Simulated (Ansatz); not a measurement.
Stretching the Sn1–O2 bond in SnO (multiplicity 1 held). Energies count from the point at 1.832 Å.


R- and RO- levels are restricted; in cc, def2 and unpolarised 6-31G sets they are followed outwards from rest. Unrestricted levels (U-) break spin symmetry where that is lower. Active spaces are followed from rest. Curves can end on different states.

Cores are frozen in the correlated methods. Filled d and f shells under p-block atoms count as core.

Run with Ansatz (Gaussian basis) for Hartree–Fock, density functionals and correlated methods.  In def2 rows elements past Kr take small-core potentials, without spin–orbit coupling.

| level | energy at R = 7.327 Å (kJ/mol) |
|---|---|
| R-HF/def2-TZVPP | 639.8 |
| U-HF/def2-TZVPP | 175.2 |
| R-PBE/def2-TZVPP | 755.8 |
| U-PBE/def2-TZVPP | 574.1 |
| R-r2SCAN/def2-TZVPP | 834.6 |
| U-B3LYP/def2-TZVPP | 534.0 |
| U-SCS-MP2/def2-TZVPP | (withheld) |
| FIC-NEVPT4(SD) on CASSCF(10,8)/def2-TZVPP | 513.1 |
| FIC-MRCISD+Q on CASSCF(10,8)/def2-TZVPP | 519.0 |

Task: Some entries are withheld; supply them.

Result: 
- U-SCS-MP2/def2-TZVPP, energy at R = 7.327 Å (kJ/mol): 405.1

Doubts at one or more of the structures used: a restricted determinant that unrestricted orbitals would lower (R-HF/def2-TZVPP, R-PBE/def2-TZVPP, R-r2SCAN/def2-TZVPP); a spin-contaminated determinant (U-HF/def2-TZVPP, U-PBE/def2-TZVPP, U-B3LYP/def2-TZVPP, U-SCS-MP2/def2-TZVPP).

Ansatz is an electronic-structure program.
